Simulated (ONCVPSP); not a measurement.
**Be: ONCV pseudisation with PBEsol, scalar-relativistic reference atom.**

Be, optimised norm-conserving Vanderbilt (ONCV), made with ONCVPSP 4.0.1 (PBEsol, scalar-relativistic). Core none, reference 1s2 2s2. Waves: 1s+2s: rc 0.75 bohr, ncon 3, nbas 7, qcut 18.2 1/bohr, 2 projectors; p scattering state at 0.28 Ha: rc 0.55 bohr, ncon 5, nbas 8, qcut 15.5 1/bohr, 2 projectors, debl 0.9 Ha. Local part: polynomial inside 0.50 bohr (lpopt 5, dvloc0 0 Ha). Core correction: none.

Task: Does the generator finish with these settings?

Result: Yes, a potential is produced and its reference levels are reproduced.

Task: Estimate the cutoffs (Ha) at which the residual kinetic energy of the hardest occupied pseudo-wave falls to 1 and 0.1 mHa per electron.

Result: 105 Ha and 125 Ha.

Task: Does the potential have ghost states?

Result: No bound ghost flagged; GHOST(+) flags only above 600 eV.

Task: Which valence shell sets the plane-wave cutoff?

Result: 1s: 105 Ha for 1 mHa per electron, against 77 Ha for 2s.

Task: Tests: 1s2 2s1; 1s2 2s0; 1s2 2s1.5; 1s2 2s0 2p2. Which has the largest error in its energy relative to the reference configuration, and how large is it?

Result: 1s2 2s0 2p2, with +3.1 meV (all-electron minus pseudo) on +7.21 eV.
